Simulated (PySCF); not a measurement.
Excitations are Tamm–Dancoff values on a coarser integration grid. The basis has no diffuse functions, so Rydberg states are missing or too high.

Cartesian coordinates (Å):
SMILES: C[O][Ga]([CH2]C)[O]C
```xyz
18

C      2.5784     0.5142    -0.4396
C      1.7344    -0.7550    -0.4175
Ga    -0.1695    -0.5661    -0.0045
O     -1.1247     0.9018     0.3491
C     -0.7097     2.2288     0.4100
O     -1.2123    -2.0061     0.0540
C     -2.5831    -1.9883     0.3296
H      2.2220     1.2349    -1.1918
H      3.6306     0.2911    -0.6802
H      2.5730     1.0319     0.5320
H      1.7757    -1.2766    -1.3888
H      2.1258    -1.4803     0.3158
H      0.3672     2.3746     0.2005
H     -1.2685     2.8458    -0.3181
H     -0.9059     2.6536     1.4121
H     -2.8043    -2.6026     1.2218
H     -2.9765    -0.9724     0.5136
H     -3.1506    -2.4225    -0.5141
```
Charge 0, multiplicity 1.

Task: What is the computed S1–T1 gap (TDA), T1 excitation (TDA) and HOMO–LUMO gap (PBE0-D3(BJ)/def2-TZVP // PBE0-D3(BJ)/def2-SVP (PySCF))?

Result: 
```yaml
S1–T1 gap (TDA): 0.36 eV
T1 excitation (TDA): 5.60 eV
HOMO–LUMO gap: 7.33 eV
```
